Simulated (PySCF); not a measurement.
# CsF: frontier orbitals

TPSS at R = 2.452 Å; PySCF, scalar-relativistic core potentials, basis sets Cs def2-SVPD with ECP46, F def2-SVPD. State: ¹Σ⁺ (singlet), closed shell. Only the outer orbitals are listed, counted within each symmetry, core potentials removing the inner ones.

```json
{"orbital": "2σ", "occ.": "2", "ε (eV)": "-26.76", "on Cs (%)": "99", "main shells (%)": "98 Cs s"}
{"orbital": "3σ", "occ.": "2", "ε (eV)": "-23.01", "on Cs (%)": "2", "main shells (%)": "98 F s"}
{"orbital": "1π", "occ.": "2", "ε (eV)": "-13.19", "on Cs (%)": "100", "main shells (%)": "100 Cs p"}
{"orbital": "1π", "occ.": "2", "ε (eV)": "-13.19", "on Cs (%)": "100", "main shells (%)": "100 Cs p"}
{"orbital": "4σ", "occ.": "2", "ε (eV)": "-12.72", "on Cs (%)": "97", "main shells (%)": "96 Cs p"}
{"orbital": "2π", "occ.": "2", "ε (eV)": "-4.69", "on Cs (%)": "2", "main shells (%)": "98 F p"}
{"orbital": "2π", "occ.": "2", "ε (eV)": "-4.69", "on Cs (%)": "2", "main shells (%)": "98 F p"}
{"orbital": "5σ", "occ.": "2", "ε (eV)": "-4.59", "on Cs (%)": "7", "main shells (%)": "93 F p"}
{"orbital": "6σ", "occ.": "0", "ε (eV)": "-1.23", "on Cs (%)": "101", "main shells (%)": "89 Cs s, 11 Cs p"}
{"orbital": "3π", "occ.": "0", "ε (eV)": "-0.05", "on Cs (%)": "99", "main shells (%)": "89 Cs p, 11 Cs d"}
{"orbital": "3π", "occ.": "0", "ε (eV)": "-0.05", "on Cs (%)": "99", "main shells (%)": "89 Cs p, 11 Cs d"}
```

Problem. Which are the highest filled and the lowest empty level, where do they sit, and how wide is the gap?

Solution. Highest filled 5σ at -4.59 eV (in %: 93 F p); lowest empty 6σ at -1.23 eV (in %: 89 Cs s, 11 Cs p); the gap at TPSS is 3.36 eV.

| Quantity | Value |
| --- | --- |
| bond order (Mayer) | 0.19 |
| ⟨S²⟩ | 0.000 |
| charge on Cs (Mulliken, basis-dependent) | 0.84 |
| charge on Cs (Löwdin, basis-dependent) | 0.93 |
| dipole moment (positive dipole means Cs(−)F(+)) | -8.51 D |

Shares are Mulliken populations and can fall outside 0 to 100 %.

Spin–orbit coupling is left out.
